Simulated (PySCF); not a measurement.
Job file and geometry (Å, from GFN2-xTB) of an NMR shielding run on SMILES CS[C@@H]1[SiH2]C[Si@H]1C#N, C4H9NSSi2, PySCF, GIAO PBE0/pcSseg-1 NMR shielding, non-relativistic, gas phase; density fitting, a coarse starting grid and PySCF grid level 2 are the driver's defaults:

```
$ OMP_NUM_THREADS=1 python probes_run.py task.json out

{"job": {"kind": "nmr", "xc": "PBE0", "basis": "pcSseg-1"}, "charge": 0, "multiplicity": 1}
C      2.975611     0.291735     0.484578
S      1.591777    -0.230581     1.533937
C      0.309845    -0.424252     0.251063
Si    -0.376775     1.244522    -0.447589
C     -2.046971     0.796952     0.391969
Si    -1.395354    -0.897064     1.011341
C     -2.130284    -2.312106     0.039948
N     -2.579761    -3.173042    -0.567420
H      2.698365     1.194302    -0.054284
H      3.816117     0.487020     1.142565
H      3.223835    -0.505023    -0.212188
H      0.709903    -1.135663    -0.471817
H     -0.398050     1.277135    -1.909272
H      0.285816     2.423615     0.105695
H     -2.898641     0.744940    -0.280846
H     -2.327876     1.472307     1.195755
H     -1.464556    -1.242768     2.426116
```

**Question.** What does the program print?

**Answer.** 
```
coarse grid: 15864 points
cycle   1  E = -1188.9370890756  dE =  7.035e-01  |g| = 5.215e-01  |ddm| = 3.921e+00
cycle   2  E = -1188.8326437007  dE =  1.044e-01  |g| = 8.546e-01  |ddm| = 1.065e+00
cycle   3  E = -1188.9985199581  dE = -1.659e-01  |g| = 2.137e-01  |ddm| = 6.454e-01
cycle   4  E = -1189.0079556698  dE = -9.436e-03  |g| = 5.168e-02  |ddm| = 1.570e-01
cycle   5  E = -1189.0085422723  dE = -5.866e-04  |g| = 1.664e-02  |ddm| = 5.944e-02
cycle   6  E = -1189.0086157997  dE = -7.353e-05  |g| = 3.775e-03  |ddm| = 2.255e-02
cycle   7  E = -1189.0086189785  dE = -3.179e-06  |g| = 1.442e-03  |ddm| = 4.930e-03
final grid: 139776 points
cycle   8  E = -1189.0570304755  dE = -2.265e-05  |g| = 8.665e-03  |ddm| = 2.670e-02
cycle   9  E = -1189.0570173076  dE =  1.317e-05  |g| = 1.120e-02  |ddm| = 1.663e-02
cycle  10  E = -1189.0570486943  dE = -3.139e-05  |g| = 1.180e-03  |ddm| = 1.006e-02
cycle  11  E = -1189.0570489412  dE = -2.469e-07  |g| = 6.096e-04  |ddm| = 1.085e-03
cycle  12  E = -1189.0570490192  dE = -7.794e-08  |g| = 1.160e-04  |ddm| = 4.160e-04
cycle  13  E = -1189.0570490220  dE = -2.871e-09  |g| = 4.188e-05  |ddm| = 1.319e-04
cycle  14  E = -1189.0570490225  dE = -4.375e-10  |g| = 1.314e-05  |ddm| = 5.567e-05
converged SCF energy = -1189.0570490225

GIAO shielding tensors (ppm)
atom      isotropic    diamagn.    paramagn.     s11        s22        s33       span
  0 C      160.722     251.989     -91.266    138.602    157.513    186.052     47.450
  1 S      542.087    1056.963    -514.876    383.909    492.341    750.011    366.102
  2 C      159.375     261.041    -101.665    138.563    161.671    177.892     39.328
  3 Si     372.999     881.764    -508.765    328.582    370.074    420.341     91.759
  4 C      189.686     259.533     -69.847    169.150    195.035    204.872     35.722
  5 Si     385.903     880.091    -494.188    340.552    389.192    427.964     87.412
  6 C       61.690     262.713    -201.023    -53.832    -50.827    289.728    343.560
  7 N     -100.028     337.600    -437.628   -293.093   -287.523    280.531    573.624
  8 H       29.863      31.481      -1.617     24.971     29.044     35.575     10.603
  9 H       29.697      28.681       1.017     24.499     26.135     38.457     13.958
 10 H       29.571      30.662      -1.091     24.822     27.244     36.647     11.825
 11 H       29.450      35.139      -5.689     24.156     30.008     34.186     10.030
 12 H       26.466      30.784      -4.318     23.452     24.189     31.755      8.303
 13 H       27.101      30.451      -3.350     23.283     26.264     31.754      8.471
 14 H       30.748      30.151       0.597     26.528     27.421     38.293     11.765
 15 H       30.726      29.983       0.743     26.483     27.454     38.241     11.758
 16 H       26.806      27.671      -0.865     23.537     25.051     31.829      8.292
```

**Question.** Turn these shieldings into chemical shifts. Scale: 13C (σref 186.93), 29Si (σref 349.16), 1H (σref 31.72) against TMS; CS2 for 33S (σref 503.73); 15N (σref 267.73) vs NH3 (reference shieldings calculated alike).

**Answer.** Averaging equivalent atoms: C 6: 125.2; C 2: 27.5; C 0: 26.2; C 4: -2.8; S 1: -38; Si 3: -23.8; Si 5: -36.7; N 7: 367.8; H 12: 5.25; H 16: 4.91; H 13: 4.62; H 11: 2.27; H 8/9/10: 2.01; H 15: 0.99; H 14: 0.97 ppm. Experimental scales use liquid or dissolved standards, which lie at an offset from isolated NH3 (liquid NH3: subtract about 20 ppm). Unscaled 15N shifts of sp2 nitrogen come out 20 to 40 ppm too high even then.

Size and cost of the density-fitted run: 202 basis functions, 38 s wall time on 1 thread of an Intel Xeon 6975P-C, shared host; peak memory 0.92 GiB.
